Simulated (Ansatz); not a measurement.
```yaml
atoms:
  - { symbol: H, position_ang: [0.0000, 0.0000, -1.4462] }
  - { symbol: Be, position_ang: [0.0000, 0.0000, 0.0000] }
  - { symbol: H, position_ang: [0.0000, 0.0000, 1.4462] }
```

Basis set: cc-pVTZ (spherical functions). All electrons are correlated. Charge 0, multiplicity 1.

Computed with Ansatz (development build ahead of 0.2.0); each method stands on the lowest determinant of its kind that the runs found. Restricted open shells among the atoms or ions are ROHF, correlated in semicanonical orbitals with singles.

(1) Give the atomization energy at this shape (free ground-state atoms in the same class of orbitals less the molecule, no zero-point energy) of singlet BeH₂ by RHF-MP2, RHF.

## Answers

(1)

```json
{"method": "RHF-MP2", "atomization energy": "6.17 eV"}
{"method": "RHF", "atomization energy": "5.24 eV"}
```

Caution: the shape is not the minimum.
